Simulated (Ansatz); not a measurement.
Gas-phase electronic energies from Ansatz, PBE0-D4/def2-TZVP geometries. CBS: MP2 limit from def2 TZ/QZ plus the TZ coupled-cluster correction, frozen cores. This one scheme is used for every species. DFT in def2-TZVPP. def2 core potentials past Kr. For Br, Sb outer-core shells are correlated without core-valence functions, which leaves a few kJ/mol of doubt a bond. Scalar relativity is left out up to krypton. One conformer a species, not always the lowest.

Reaction (ligand exchange at the Sb–O bond): `[OH][SbH][Br]` + HBr → `[Br][SbH][Br]` + H₂O

`[OH][SbH][Br]`:

```xyz
5

O    -0.911   -0.820    0.404
Sb    0.376   -0.034   -0.841
Br    1.815    1.230    0.795
H    -0.607   -1.668    0.740
H    -0.674    1.292   -1.097
```

HBr:

Cartesian coordinates in Å:
```
Br -0.031 -0.630 0.326
H 0.031 0.630 -0.326
```

`[Br][SbH][Br]`:

Z-matrix (Å, degrees):
```
Sb
Br 1 2.504
Br 1 2.504 2 100.0
H 1 1.715 2 92.8 3 -93.3
```

H₂O:

```xyz
3

O     0.296   -0.246   -0.059
H     0.209    0.407    0.639
H    -0.505   -0.161   -0.581
```

| level | ΔE (kcal/mol) |
| --- | --- |
| r2SCAN0-D4 | -18.2 |
| BHLYP-D4 | -18.9 |
| B2PLYP | -16.1 |
| LC-ωPBE | -15.5 |
| CCSD(T)/def2-SVP | -16.3 |
| CCSD(T)/def2-TZVPP | -15.5 |
| MP2/def2-QZVPP | -17.9 |
| SCS-MP2/def2-QZVPP | -16.8 |

Q: What does CCSD(T)/CBS give? (An estimate is asked.)

A: The calculation gave: -17.7 kcal/mol. The listed levels differ from it by -0.5, -1.2, 1.6, 2.2, 1.4, 2.2, -0.2, 0.9 kcal/mol.

Largest T1 diagnostic among the species: 0.012.

Leaving LDA and LC-ωPBE aside and taking each functional with its dispersion term where it has one, the values, not all of them listed here, spread over 4.0 kcal/mol, from BHLYP-D4 to B97M-V. From BLYP to BHLYP (50 % exact exchange), in def2-TZVPP and without D4, ΔE moves by −2.3 kcal/mol.
